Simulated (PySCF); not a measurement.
Diatomics of I with the alkali metals

CCSD(T) with triple-zeta basis sets in PySCF, for the lowest determinant that a PBE0 search found; no spin–orbit coupling. De refers to high-spin ground-configuration atoms.

```
 M       basis  reference, frozen orbitals  state (unpaired electrons)  Re (Å)  ωe (cm⁻¹)  De (eV)
Li  def2-TZVPP                      RHF, 4      singlet (closed shell)   2.408        494     3.65
Na  def2-TZVPP                      RHF, 5      singlet (closed shell)   2.726        253     3.22
 K  def2-TZVPP                      RHF, 9      singlet (closed shell)   3.100        183     3.36
Cs  def2-TZVPP                      RHF, 4      singlet (closed shell)   3.382        112     3.45
```

(1) The row for M = Rb is missing. Estimate Re, ωe and De as the mean of the rows for K and Cs, and compare with the calculation.

Correlated steps freeze the inner cores (4 to 9 orbitals); shallow outer-core shells are correlated. Spin–orbit coupling is left out, which matters for elements this heavy, above all for dissociation energies. Where the molecule has an RHF reference, its open-shell atoms are computed with UHF.

Results:

(1) The means are 3.241 Å, 148 cm⁻¹ and 3.41 eV. RHF-CCSD(T) in def2-TZVPP gives RbI as a singlet (closed shell) with Re = 3.249 Å, ωe = 134 cm⁻¹, De = 3.30 eV, so the estimate is off by -0.8 pm, +10 % and +0.10 eV.
